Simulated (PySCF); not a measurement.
This PySCF input asks for the NMR shieldings of SMILES C[S@@](=O)c1ccccn1, C6H7NOS; the geometry comes from GFN2-xTB.

```python
import basis_set_exchange as bse
import numpy as np
from pyscf import gto, dft
from pyscf.prop import nmr

atoms = """
C     2.539535    0.407824    0.833442
S     1.862798    0.432970   -0.886126
O     2.214609   -0.852936   -1.494334
C     0.136853    0.218907   -0.307777
C    -0.558582   -0.925408   -0.656658
C    -1.867069   -1.042890   -0.216216
C    -2.410978   -0.011844    0.535636
C    -1.619574    1.092923    0.816920
N    -0.369078    1.209320    0.403344
H     2.319584   -0.550606    1.291218
H     3.613144    0.552023    0.769956
H     2.071843    1.220876    1.375972
H    -0.066549   -1.684859   -1.243847
H    -2.450678   -1.919468   -0.456822
H    -3.426750   -0.061646    0.895372
H    -1.996708    1.923759    1.398445
"""
names = dict.fromkeys(["C", "S", "O", "N", "H"], "pcSseg-1")
basis = {el: gto.basis.parse(bse.get_basis(n, elements=[el], fmt="nwchem")) for el, n in names.items()}
mol = gto.M(atom=atoms, basis=basis, charge=0, verbose=0)
mf = dft.RKS(mol, xc="PBE0")
mf.grids.level = 2
mf.grids.alignment = dft.numint.BLKSIZE   # the property module wants whole blocks of grid points
mf.conv_tol = 1e-9
mf.kernel()

calc = nmr.RKS(mf)   # GIAO
C = mf.mo_coeff
Co = C[:, mf.mo_occ > 0]
resp = mf.gen_response(singlet=True, hermi=2)
def vind(x):   # induced exchange potential for any number of trial vectors
    d = np.einsum("pi,xij,qj->xpq", C, 2 * x.reshape(-1, C.shape[1], Co.shape[1]), Co, optimize=True)
    return np.einsum("xpq,pi,qj->xij", resp(d - d.transpose(0, 2, 1)), C, Co, optimize=True).ravel()
mo1, _ = nmr.rhf.solve_mo1(calc, with_cphf=vind)
sigma = calc.kernel(mo1)
for i, s in enumerate(sigma):   # ppm
    print("%2d %-2s %9.2f" % (i, mol.atom_pure_symbol(i), np.trace(s) / 3))
```

Question: What does it print?

Answer: 
```
 0 C     137.08
 1 S     182.43
 2 O     293.82
 3 C       4.08
 4 C      62.48
 5 C      43.05
 6 C      58.69
 7 C      32.71
 8 N     -79.75
 9 H      29.43
10 H      28.87
11 H      29.00
12 H      23.34
13 H      23.45
14 H      24.28
15 H      22.86
```

These numbers come from an equivalent density-fitted implementation of the same equations, which agrees with the script to about 0.01 ppm for H and up to a few tenths of a ppm for heavy atoms, so last digits may differ.

Question: Turn these shieldings into chemical shifts. δ = σ(ref) − σ, references computed at the same level: 13C (σref 186.93) and 1H (σref 31.72) against TMS; CS2 for 33S (σref 503.73); 17O (σref 336.08) vs H2O; 15N (σref 267.73) vs NH3.

Answer: Averaging equivalent atoms: C 3: 182.8; C 7: 154.2; C 5: 143.9; C 6: 128.2; C 4: 124.4; C 0: 49.8; S 1: 321; O 2: 42.3; N 8: 347.5; H 15: 8.86; H 12: 8.38; H 13: 8.27; H 14: 7.44; H 9/10/11: 2.62 ppm. Experimental scales use liquid or dissolved standards, which lie at an offset from isolated NH3 (liquid NH3: subtract about 20 ppm) and H2O (liquid H2O: subtract about 36 ppm). Unscaled 15N shifts of sp2 nitrogen come out 20 to 40 ppm too high even then.

Size and cost of the density-fitted run: 195 basis functions, 49 s wall time on 1 thread of an x86-64 server CPU, shared host.
